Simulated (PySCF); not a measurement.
Point groups of optimised structures. Method used: PBE0/pcSseg-1 in PySCF (dipole) on a GFN2-xTB geometry, gas phase. The symmetry is that of the one conformer found, every atom within 0.08 Å of its image; none is proved a minimum here.

(1) Point group, rotor type and polarity of `[CH3:1][C:2]1=[C:3]([CH3:4])[CH2:5][P:6]([CH3:7])[CH2:8]1` with C2–C3–C5–P6 14°, C3–C5–P6–C7 80°, C5–P6–C8–C2 18°, C1–C2–C8–P6 168°, H–C1–C2–C3 0° (nearest H), H–C4–C3–C2 0° (nearest H), H–C7–P6–C5 -46° (nearest H)?

(2) What symmetry has `[CH3:1][CH2:2][O:3][Si@@H:4]([OH:5])[C@@H:6]1[CH2:7][CH2:8][NH:9]1` with C1–C2–O3–Si4 -174°, C2–O3–Si4–O5 54°, O3–Si4–O5–H 154°, O3–Si4–C6–C7 -64°, Si4–C6–C7–C8 -123°, C6–C7–C8–N9 13°, C7–C8–N9–C6 -13°, Si4–C6–N9–C8 133°?

(3) `[CH2:1]=[CH:2][c:3]1[cH:4][cH:5][cH:6][c:7]([C:8](=[O:9])[F:10])[cH:11]1` with C1–C2–C3–C4 180°, C6–C7–C8–O9 0°: symmetry, top, dipole?

## Answers

(1) Cs; asymmetric top; symmetry number 1; 2 operations, which sort the 21 atoms into 12 sets; dipole 1.61 D, in the ac plane, which is the mirror; heavy atoms equivalent by symmetry: C1/C4, C2/C3, C5/C8.

(2) C1; near-prolate asymmetric top; symmetry number 1; this conformer is chiral (no improper operation); dipole 1.47 D.

(3) Cs; asymmetric top; symmetry number 1; 2 operations, which sort the 18 atoms into 18 sets; dipole 4.10 D, in the ab plane, which is the mirror; A, B, C = 1864, 799.2, 559.3 MHz.
